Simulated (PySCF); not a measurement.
# Spin-rotation constants: `C[Si](C)(C)Oc1ccoc1`, C$_{7}$H$_{12}$O$_{2}$Si

Cartesian coordinates in Å; atom numbers follow the order of the lines, from 1:
```xyz
22

C    -2.7532    0.3295   -0.7213
Si   -1.1212    0.1070    0.2179
C    -1.0997   -1.5177    1.2194
C    -0.7720    1.5774    1.3836
O    -0.0461    0.0597   -1.0287
C     1.2868   -0.0803   -1.0605
C     2.1881   -0.2340    0.0286
C     3.4242   -0.3351   -0.5279
O     3.3566   -0.2567   -1.8633
C     2.0573   -0.1013   -2.1897
H    -2.9352   -0.4945   -1.4033
H    -3.5884    0.3786   -0.0315
H    -2.7532    1.2434   -1.3061
H    -1.8774   -1.5276    1.9765
H    -1.2621   -2.3760    0.5731
H    -0.1510   -1.6706    1.7269
H     0.1826    1.4747    1.8927
H    -0.7450    2.5139    0.8330
H    -1.5380    1.6699    2.1469
H     1.9342   -0.2614    1.0670
H     4.3948   -0.4600   -0.0904
H     1.8076   -0.0196   -3.2271
```

Computed, not measured: PySCF, GIAO CAM-B3LYP/pcSseg-1 magnetisability, rotational g tensor and spin-rotation constants, non-relativistic, gas phase. Geometry: GFN2-xTB.

Give the nuclear spin-rotation constants along the inertial axes (H = +C I·J) beside the isotropic shieldings.

Rotational constants 2.2911, 0.6433, 0.6005 GHz. A star marks the isotopologue with that one atom substituted, in its own axes.
| atom | isotope | Caa (kHz) | Cbb (kHz) | Ccc (kHz) | mean (kHz) | σ (ppm) |
| --- | --- | --- | --- | --- | --- | --- |
| H11 | 1H | -0.260 | -0.042 | -0.022 | -0.108 | 31.4 |
| H12 | 1H | 0.009 | -0.067 | -0.076 | -0.045 | 32.0 |
| H13 | 1H | -0.261 | -0.042 | -0.022 | -0.108 | 31.4 |
| H14 | 1H | -0.033 | -0.063 | -0.068 | -0.055 | 31.8 |
| H15 | 1H | -0.273 | -0.055 | -0.009 | -0.112 | 31.5 |
| H16 | 1H | -0.145 | -0.026 | -0.067 | -0.079 | 31.2 |
| H17 | 1H | -0.145 | -0.026 | -0.067 | -0.079 | 31.2 |
| H18 | 1H | -0.273 | -0.055 | -0.009 | -0.112 | 31.5 |
| H19 | 1H | -0.033 | -0.063 | -0.068 | -0.055 | 31.8 |
| H20 | 1H | -0.094 | 0.029 | -0.074 | -0.046 | 25.5 |
| H21 | 1H | 0.004 | 0.001 | -0.063 | -0.020 | 24.5 |
| H22 | 1H | -0.240 | 0.074 | -0.065 | -0.077 | 24.4 |
| C1 | 13C* | 0.266 | 0.074 | 0.076 | 0.139 | 183.6 |
| Si2 | 29Si* | -1.459 | -0.431 | -0.406 | -0.766 | 326.3 |
| O5 | 17O* | -0.410 | -0.086 | -0.024 | -0.173 | 253.8 |
| C6 | 13C* | 1.026 | 0.257 | 0.130 | 0.471 | 29.2 |
| C7 | 13C* | 0.717 | 0.268 | 0.083 | 0.356 | 72.4 |
| C8 | 13C* | 0.837 | 0.292 | 0.125 | 0.418 | 35.5 |
| O9 | 17O* | -0.852 | -0.241 | -0.046 | -0.380 | 60.4 |
| C10 | 13C* | 0.796 | 0.273 | 0.124 | 0.398 | 47.2 |

For the geometry as given, no vibrational averaging.
